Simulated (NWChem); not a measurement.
SnNH2Br, singlet; SMILES [Br][Sn][NH2]

```xyz
5

Sn     0.3204     0.9197     0.0000
Br    -0.0623    -1.6149     0.0000
N     -1.6565     1.3455     0.0000
H     -2.3849     0.6363     0.0000
H     -2.0434     2.2847     0.0000
```
Atoms are numbered in this order, from 1.

Level: PBE0/def2-SVP with def2 effective core potentials on Sn (NWChem), optimised geometry, unscaled harmonic frequencies. Low-valent species are run as closed-shell singlets; no triplet was tried in these runs. This build's default masses of Se (78.918 u) and Br (79.917 u) are each other's, which moves their modes by up to 0.6 %. def2 effective core potentials on Sn; no spin-orbit coupling.

### Question
List the harmonic frequencies with IR intensities, and the thermochemistry.

### Answer
| frequency (cm⁻¹) | IR intensity (km/mol) |
|---|---|
| 142 | 0.8 |
| 235 | 32.2 |
| 376 | 179.1 |
| 457 | 43.1 |
| 612 | 54.5 |
| 638 | 33.8 |
| 1494 | 21.9 |
| 3575 | 31.1 |
| 3698 | 33.2 |

```
Property                                                                           Result
-----------------------------------------------------------------------  ----------------
zero-point energy                                                           16.0 kcal/mol
thermal correction to the enthalpy at 298.15 K (with zero-point energy)     19.7 kcal/mol
heat capacity Cv                                                         14.6 cal/(mol K)
entropy at 298.15 K and 1 atm (symmetry number 1)                        76.6 cal/(mol K)
```

Rigid rotor and harmonic oscillator.
